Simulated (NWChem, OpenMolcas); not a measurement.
# How basis sets differ on TlF (SMILES [F][Tl])

TlF has 2 atoms, charge 0, and is taken as a singlet. SMILES: `[F][Tl]`. The bond length is the measured one.

```xyz
2

F     0.0000    0.0000    0.0000
Tl    0.0000    0.0000    2.0844
```

Each level gives the HOMO–LUMO gap (eV). The values are calculated.

```tsv
level	kind	program	value (eV)	CPU time
TPSS/def2-SV(P) (core potential)	meta-GGA	OpenMolcas	4.44	4.9 s
TPSS/def2-TZVP (core potential)	meta-GGA	NWChem	4.58	19 s
TPSS/def2-TZVPP (core potential)	meta-GGA	OpenMolcas	4.58	11 s
TPSS/def2-TZVPPD (core potential)	meta-GGA	OpenMolcas	4.63	27 s
TPSS/def2-QZVPP (core potential)	meta-GGA	OpenMolcas	4.63	37 s
```

The values span 4.44 to 4.63 eV. Orbital gaps aren't excitation energies. CPU times are rough (shared hosts, several kinds of processor): they show what a rung costs within a factor of a few.
